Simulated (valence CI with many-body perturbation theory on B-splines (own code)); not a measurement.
# Ta⁶⁰⁺: electric-dipole lines

Level of theory: valence CI with perturbative core correlation (CI+MBPT): three valence electrons over a frozen Dirac-Fock core [Ne], a basis of 11 s, 11 p, 9 d, 7 f, 5 g, 2 h, 1 i functions for each j, with the one-electron correlation potential Σ1, the two-electron term Σ2, the three-electron term Σ3, Breit, model QED; selected CI, second order for the rest (own B-spline code, finite nucleus).

The last digits are not significant, and no measured levels were compared; by estimate large intervals hold to a few tenths of a per cent, small ones and those within an open d or f shell to about a per cent.

Lines 151 to 200 of 251 in falling wavelength, among levels below 1396.1 eV, chosen from the strongest by gf and those to the six lowest levels. Wavelengths and rates use the calculated energies. Electric multipoles are in the length gauge, E1 and E2 with the static RPA response of the core. Weak lines are less certain than strong ones. Lines between different terms over intervals too small for the method are left out, as are lines whose strength nearly cancels. The highest levels of a list are the least certain.

Levels are named by their leading jj configuration (3d3/2^4 stands for four electrons in 3d with j = 3/2), which in mixed levels can hold well under half, so a name can repeat and another be missing. Letters in brackets count levels of one name in rising energy.

```tsv
λ vac (Å)	Upper	Lower	A (s⁻¹)	S (a.u.) with core polarisation	S without
23.00	(3s 3d3/2^2) J=3/2	(3s 3p1/2 3d3/2) J=1/2	1.69e+12	4.05e-02	4.11e-02
22.84	(3p1/2^2 3d3/2) J=3/2	(3s^2 3p3/2) J=3/2	6.11e+10	1.44e-03	1.46e-03
22.71	(3s 3d3/2^2) J=5/2	(3s 3p1/2 3d3/2) J=3/2 [b]	2.39e+12	8.28e-02	8.41e-02
22.62	(3s 3p3/2 3d3/2) J=3/2 [a]	(3s 3p1/2 3p3/2) J=5/2	2.21e+11	5.05e-03	5.13e-03
22.60	(3p1/2 3p3/2 3d3/2) J=3/2 [b]	(3s 3p1/2 3d3/2) J=3/2 [a]	3.16e+11	7.21e-03	7.32e-03
22.58	(3s 3d3/2 3d5/2) J=7/2 [a]	(3s 3p1/2 3d5/2) J=7/2	1.36e+12	6.17e-02	6.27e-02
22.58	(3p1/2 3p3/2 3d5/2) J=3/2 [b]	(3s 3p1/2 3d5/2) J=5/2 [a]	3.22e+11	7.31e-03	7.42e-03
22.56	(3p3/2^3) J=3/2	(3s 3p3/2^2) J=5/2	8.39e+11	1.90e-02	1.93e-02
22.56	(3p1/2 3p3/2 3d3/2) J=5/2 [b]	(3s 3p1/2 3d3/2) J=3/2 [a]	7.04e+11	2.39e-02	2.43e-02
22.48	(3s 3p3/2 3d3/2) J=3/2 [b]	(3s 3p1/2 3p3/2) J=1/2	1.09e+12	2.44e-02	2.47e-02
22.47	(3s 3d3/2 3d5/2) J=5/2 [a]	(3s 3p1/2 3d5/2) J=7/2	3.22e+11	1.08e-02	1.10e-02
22.46	(3s 3p3/2 3d3/2) J=5/2 [a]	(3s 3p1/2 3p3/2) J=5/2	1.75e+12	5.88e-02	5.97e-02
22.41	(3p1/2 3p3/2 3d3/2) J=1/2 [b]	(3s 3p1/2 3d3/2) J=3/2 [a]	5.70e+11	6.34e-03	6.44e-03
22.35	(3p1/2 3p3/2^2) J=1/2	(3s 3p1/2 3p3/2) J=3/2 [a]	2.48e+11	2.74e-03	2.78e-03
22.34	(3s 3p3/2 3d3/2) J=7/2	(3s 3p1/2 3p3/2) J=5/2	1.45e+12	6.38e-02	6.48e-02
22.22	(3s 3d3/2 3d5/2) J=5/2 [b]	(3s 3p1/2 3d5/2) J=3/2	8.67e+11	2.82e-02	2.86e-02
22.08	(3s 3p3/2 3d3/2) J=3/2 [b]	(3s 3p1/2 3p3/2) J=3/2 [b]	1.65e+12	3.52e-02	3.57e-02
22.07	(3p1/2 3p3/2 3d3/2) J=3/2 [b]	(3p1/2^2 3p3/2) J=3/2	2.23e+12	4.73e-02	4.80e-02
22.07	(3s 3p1/2 3d3/2) J=1/2	(3s 3p1/2^2) J=1/2	2.08e+12	2.20e-02	2.23e-02
22.04	(3s 3d3/2 3d5/2) J=3/2 [b]	(3s 3p1/2 3d5/2) J=3/2	1.56e+12	3.30e-02	3.35e-02
22.03	(3s 3d3/2 3d5/2) J=7/2 [a]	(3s 3p1/2 3d5/2) J=5/2 [a]	5.37e+11	2.27e-02	2.30e-02
22.03	(3s 3d3/2 3d5/2) J=5/2 [b]	(3s 3p1/2 3d5/2) J=5/2 [b]	1.35e+12	4.26e-02	4.33e-02
22.02	(3p1/2 3p3/2 3d3/2) J=5/2 [b]	(3p1/2^2 3p3/2) J=3/2	4.12e+11	1.30e-02	1.32e-02
22.02	(3s 3d3/2 3d5/2) J=7/2 [b]	(3s 3p1/2 3d5/2) J=5/2 [b]	1.35e+12	5.68e-02	5.77e-02
21.94	(3s 3d3/2 3d5/2) J=9/2	(3s 3p1/2 3d5/2) J=7/2	1.87e+12	9.74e-02	9.89e-02
21.94	(3s 3d3/2^2) J=1/2	(3s 3p1/2 3d3/2) J=3/2 [b]	2.48e+12	2.58e-02	2.62e-02
21.93	(3s 3d3/2 3d5/2) J=5/2 [a]	(3s 3p1/2 3d5/2) J=5/2 [a]	1.18e+12	3.69e-02	3.74e-02
21.90	(3s 3p3/2 3d3/2) J=3/2 [a]	(3s 3p1/2 3p3/2) J=3/2 [a]	1.69e+12	3.51e-02	3.57e-02
21.89	(3p1/2 3p3/2 3d3/2) J=1/2 [b]	(3p1/2^2 3p3/2) J=3/2	1.09e+12	1.12e-02	1.14e-02
21.85	(3s 3d3/2 3d5/2) J=3/2 [b]	(3s 3p1/2 3d5/2) J=5/2 [b]	6.30e+11	1.30e-02	1.32e-02
21.84	(3s 3p3/2 3d3/2) J=1/2 [a]	(3s 3p1/2 3p3/2) J=3/2 [a]	1.29e+12	1.32e-02	1.34e-02
21.82	(3s 3p1/2 3d3/2) J=3/2 [b]	(3s 3p1/2^2) J=1/2	2.95e+12	6.06e-02	6.15e-02
21.76	(3s 3p3/2 3d3/2) J=1/2 [b]	(3s 3p1/2 3p3/2) J=1/2	2.01e+12	2.04e-02	2.07e-02
21.76	(3s 3p3/2 3d3/2) J=5/2 [a]	(3s 3p1/2 3p3/2) J=3/2 [a]	6.14e+11	1.87e-02	1.90e-02
21.74	(3s^2 3d3/2) J=3/2	(3s^2 3p1/2) J=1/2	3.26e+12	6.61e-02	6.71e-02
21.71	(3s 3d3/2 3d5/2) J=3/2 [a]	(3s 3p1/2 3d5/2) J=5/2 [a]	1.45e+12	2.94e-02	2.98e-02
21.69	(3s 3d3/2^2) J=1/2	(3s 3p1/2 3d3/2) J=1/2	1.80e+12	1.81e-02	1.84e-02
21.66	(3s 3d3/2 3d5/2) J=1/2	(3s 3p1/2 3d5/2) J=3/2	2.71e+12	2.72e-02	2.76e-02
21.58	(3s 3p3/2 3d3/2) J=5/2 [b]	(3s 3p1/2 3p3/2) J=3/2 [b]	6.67e+11	1.99e-02	2.02e-02
21.48	(3s 3d3/2^2) J=3/2	(3s 3p1/2 3d3/2) J=3/2 [a]	1.67e+12	3.26e-02	3.31e-02
21.44	(3s 3d3/2^2) J=5/2	(3s 3p1/2 3d3/2) J=5/2	1.55e+12	4.52e-02	4.59e-02
21.39	(3s 3p3/2 3d3/2) J=1/2 [b]	(3s 3p1/2 3p3/2) J=3/2 [b]	1.86e+10	1.79e-04	1.82e-04
21.29	(3s 3p3/2 3d3/2) J=3/2 [b]	(3s 3p1/2 3p3/2) J=5/2	4.84e+08	9.22e-06	9.36e-06
20.83	(3s 3p3/2 3d3/2) J=5/2 [b]	(3s 3p1/2 3p3/2) J=5/2	1.81e+11	4.84e-03	4.91e-03
20.66	(3s 3p3/2 3d3/2) J=3/2 [b]	(3s 3p1/2 3p3/2) J=3/2 [a]	2.87e+10	5.01e-04	5.08e-04
20.44	(3s 3p3/2 3d5/2) J=5/2 [a]	(3s 3p1/2 3p3/2) J=3/2 [b]	4.46e+10	1.13e-03	1.15e-03
20.22	(3s 3p3/2 3d3/2) J=5/2 [b]	(3s 3p1/2 3p3/2) J=3/2 [a]	4.52e+09	1.11e-04	1.12e-04
20.05	(3s 3p3/2 3d3/2) J=1/2 [b]	(3s 3p1/2 3p3/2) J=3/2 [a]	2.14e+09	1.71e-05	1.73e-05
20.04	(3s 3p3/2 3d5/2) J=3/2 [a]	(3s 3p1/2 3p3/2) J=3/2 [b]	1.17e+11	1.86e-03	1.89e-03
19.76	(3s 3p3/2 3d5/2) J=5/2 [a]	(3s 3p1/2 3p3/2) J=5/2	8.53e+10	1.95e-03	1.98e-03
```
